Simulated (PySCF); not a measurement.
# Shapes and spin states of Sc₂O

All numbers come from PBE0/[O def2-SVP, Sc def2-SVP], no relativity, density fitting, PySCF.

Relaxations began from a few typed shapes and spin states; open shells are unrestricted. The search is not exhaustive: other isomers or separated fragments can lie lower, and high-lying points may rest on an excited occupation.

Which is the lowest minimum found?
A. quintet D∞h: O–Sc 1.874 Å (×2); Sc–O–Sc 180.0°
B. singlet (closed shell, unstable to spin polarisation) C2v: O–Sc 1.813 Å (×2), Sc–Sc 3.381 Å; O–Sc–Sc 21.2° (×2), Sc–O–Sc 137.7°
C. triplet (⟨S²⟩ 2.23) Cs: O–Sc 1.777 Å, O–Sc 1.921 Å, Sc–Sc 3.294 Å; O–Sc–Sc 25.9°, O–Sc–Sc 28.2°, Sc–O–Sc 125.9°
D. singlet (closed shell, unstable to spin polarisation) D∞h: O–Sc 1.814 Å (×2); Sc–O–Sc 180.0°
E. triplet (⟨S²⟩ 2.32) C∞v: O–Sc 1.787 Å, O–Sc 1.910 Å; Sc–O–Sc 180.0°

C. The others lie at 0.8 (triplet C∞v, a saddle point), 20.3 (singlet C2v), 23.6 (singlet D∞h, a saddle point), 25.0 (quintet D∞h) kJ/mol above it.

For the lowest minimum: the determinant is spin-contaminated (⟨S²⟩ = 2.23, pure value 2.00). Other spin states or occupations of the open shell can lie lower.

The electron or spin density has lower symmetry than the nuclear frame for the triplet (⟨S²⟩ 2.32) C∞v at 0.8 kJ/mol, quintet D∞h at 25.0 kJ/mol.
